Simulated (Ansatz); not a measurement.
The cation of C2H6Ge (`C[CH2][GeH]`) at the neutral geometry.

```yaml
crystal:
  periodic: [false, false, false]
  atoms:
    - {symbol: C, position_ang: [-0.575593, 0.537299, -0.536793]}
    - {symbol: C, position_ang: [0.356541, -0.618659, -0.205112]}
    - {symbol: Ge, position_ang: [1.552870, -0.456457, 1.380592]}
    - {symbol: H, position_ang: [-1.226547, 0.306864, -1.386269]}
    - {symbol: H, position_ang: [-0.016741, 1.439879, -0.798408]}
    - {symbol: H, position_ang: [-1.210177, 0.786818, 0.316344]}
    - {symbol: H, position_ang: [0.953955, -0.917314, -1.071947]}
    - {symbol: H, position_ang: [-0.230692, -1.515131, 0.061936]}
    - {symbol: H, position_ang: [0.484884, 0.390399, 2.222557]}
basis:
  gaussian: {orbitals: def2-TZVPP}
total_charge: 1
magnetization: {spin_polarized: true, initial_magnetization: 1}
hamiltonian: {xc: {name: wB97X-V}}
```

```sh
$ ansatz run in.yaml --threads 4 --pin off --events-out ev --progress --plain --max-ram 10444MiB
```

Output, abridged:

```
Functional definition: wB97X-V
1103 factors; their error is unknown
265 factors; integrals over basis functions are off by at most 8.6e-6 eV
mean field evaluation 1: about -58662.5984 eV, gradient 5.0e1 eV
mean field evaluation 2: about -58652.2714 eV, gradient 6.5e1 eV
mean field evaluation 4: about -58675.0321 eV, gradient 3.4e0 eV
mean field evaluation 8: about -58675.1378 eV, gradient 2.1e-1 eV
mean field evaluation 16: about -58675.3135 eV, gradient 2.8e-3 eV
mean field -58675.31349766 eV, -2156.2779994830 hartree, gradient 7.3e-5 eV, S^2 0.757054; 0 other end points of the search recorded, 0 dependent functions left out
reference -58675.31349627 eV, -2156.2779994320 hartree; 25, 24 occupied and 169, 170 virtual orbitals, 1103 factors
Total energy: -58675.31349627 eV, -2156.2779994320 hartree
```

It took 3.4 s on 4 threads of an AMD EPYC 9R45 on a shared host, with 0.73 GiB of host memory at the peak.
